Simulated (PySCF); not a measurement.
**Zn (zinc, neutral) across methods**

[Ar] 3d10 4s1 4p1, high-spin 3P determinant (an excited configuration). All numbers are calculated (PySCF 2.14, a scalar-relativistic core potential, in aug-cc-pwCVDZ-PP with ECP10MDF (6s6p5d3f, 70 functions)).

```json
{"method": "LDA", "E (hartree)": "-226.5622", "mean ε 3d β (eV)": "-12.358", "mean ε 4s α (eV)": "-8.064", "mean ε 4p α (eV)": "-2.581", "Σ⟨r²⟩ (bohr²)": "39.84", "⟨S²⟩": "2.002"}
{"method": "r2SCAN", "E (hartree)": "-226.8467", "mean ε 3d β (eV)": "-12.132", "mean ε 4s α (eV)": "-8.125", "mean ε 4p α (eV)": "-2.756", "Σ⟨r²⟩ (bohr²)": "38.85", "⟨S²⟩": "2.003"}
{"method": "PW91", "E (hartree)": "-227.0533", "mean ε 3d β (eV)": "-12.162", "mean ε 4s α (eV)": "-7.912", "mean ε 4p α (eV)": "-2.606", "Σ⟨r²⟩ (bohr²)": "40.08", "⟨S²⟩": "2.002"}
{"method": "PBE", "E (hartree)": "-226.9578", "mean ε 3d β (eV)": "-12.092", "mean ε 4s α (eV)": "-7.829", "mean ε 4p α (eV)": "-2.569", "Σ⟨r²⟩ (bohr²)": "40.16", "⟨S²⟩": "2.002"}
{"method": "PBE0", "E (hartree)": "-226.9067", "mean ε 3d β (eV)": "-14.855", "mean ε 4s α (eV)": "-8.745", "mean ε 4p α (eV)": "-3.299", "Σ⟨r²⟩ (bohr²)": "39.66", "⟨S²⟩": "2.002"}
{"method": "UHF", "E (hartree)": "-225.85217", "mean ε 3d β (eV)": "-22.551", "mean ε 4s α (eV)": "-11.011", "mean ε 4p α (eV)": "-5.254", "Σ⟨r²⟩ (bohr²)": "40.02", "⟨S²⟩": "2.002"}
{"method": "M06", "E (hartree)": "-227.0058", "mean ε 3d β (eV)": "-15.301", "mean ε 4s α (eV)": "-8.765", "mean ε 4p α (eV)": "-3.024", "Σ⟨r²⟩ (bohr²)": "40.11", "⟨S²⟩": "2.000"}
{"method": "wB97M-V", "E (hartree)": "-226.7808", "mean ε 3d β (eV)": "-17.352", "mean ε 4s α (eV)": "-10.943", "mean ε 4p α (eV)": "-4.925", "Σ⟨r²⟩ (bohr²)": "39.80", "⟨S²⟩": "2.001"}
{"method": "B97-3", "E (hartree)": "-226.9577", "mean ε 3d β (eV)": "-15.077", "mean ε 4s α (eV)": "-8.592", "mean ε 4p α (eV)": "-3.217", "Σ⟨r²⟩ (bohr²)": "39.89", "⟨S²⟩": "2.001"}
```

Energies and moments cover only the electrons outside the core potential.
